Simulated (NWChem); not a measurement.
CsCl; SMILES [Cl][Cs]

Program: NWChem. Structure relaxed at the PBE-D3(BJ)/def2-SVP level. def2 effective core potentials on Cs; no spin-orbit coupling. Level B3LYP/def2-SVPD: single points from the atomic guess with DIIS by default; each run changes one setting, and all converged runs end within 0.3 mHa of each other. cgmin counts macro-iterations, each dearer than a DIIS step.

**Question.** Which setting needs the most SCF iterations, or fails (DIIS on 20 Fock matrices; level shift of 0.5 Ha throughout; quadratically convergent solver (cgmin); defaults; DIIS on 3 Fock matrices; occupation smearing of 0.005 Ha)?

**Answer.** level shift of 0.5 Ha throughout, with 22 against 7 for the defaults.
| setting | SCF iterations |
|---|---|
| defaults | 7 |
| DIIS on 20 Fock matrices | 7 |
| occupation smearing of 0.005 Ha | 7 |
| DIIS on 3 Fock matrices | 7 |
| level shift of 0.5 Ha throughout | 22 |
| quadratically convergent solver (cgmin) | 8 |
